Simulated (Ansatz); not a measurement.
```json
{"atom": "C", "x (Å)": "0.0000", "y (Å)": "-0.4559", "z (Å)": "-2.0615"}
{"atom": "C", "x (Å)": "0.0000", "y (Å)": "0.4481", "z (Å)": "-0.6903"}
{"atom": "C", "x (Å)": "0.0000", "y (Å)": "-0.4481", "z (Å)": "0.6903"}
{"atom": "C", "x (Å)": "0.0000", "y (Å)": "0.4559", "z (Å)": "2.0615"}
{"atom": "H", "x (Å)": "0.0000", "y (Å)": "0.2239", "z (Å)": "-3.0369"}
{"atom": "H", "x (Å)": "0.9585", "y (Å)": "-1.1597", "z (Å)": "-2.1154"}
{"atom": "H", "x (Å)": "-0.9585", "y (Å)": "-1.1597", "z (Å)": "-2.1154"}
{"atom": "H", "x (Å)": "-0.9502", "y (Å)": "1.1702", "z (Å)": "-0.6863"}
{"atom": "H", "x (Å)": "0.9502", "y (Å)": "1.1702", "z (Å)": "-0.6863"}
{"atom": "H", "x (Å)": "0.9502", "y (Å)": "-1.1702", "z (Å)": "0.6863"}
{"atom": "H", "x (Å)": "-0.9502", "y (Å)": "-1.1702", "z (Å)": "0.6863"}
{"atom": "H", "x (Å)": "0.0000", "y (Å)": "-0.2239", "z (Å)": "3.0369"}
{"atom": "H", "x (Å)": "0.9585", "y (Å)": "1.1597", "z (Å)": "2.1154"}
{"atom": "H", "x (Å)": "-0.9585", "y (Å)": "1.1597", "z (Å)": "2.1154"}
```

Basis set: 6-31G* (spherical functions). Correlated methods keep 4 orbitals frozen. Charge 0, multiplicity 1.

Computed with Ansatz (development build ahead of 0.2.0); each method stands on the lowest determinant of its kind that the runs found. Restricted open shells among the atoms or ions are ROHF, correlated in semicanonical orbitals with singles.

(1) Give the atomization energy at this shape (free ground-state atoms in the same class of orbitals less the molecule, no zero-point energy) of singlet C₄H₁₀ by RHF-MP2, RHF.

Answers

(1)

```json
{"method": "RHF-MP2", "atomization energy": "1156.58 kcal/mol"}
{"method": "RHF", "atomization energy": "956.35 kcal/mol"}
```

Caution: no unrestricted run beside it, a lower state can exist; the shape is not the minimum.
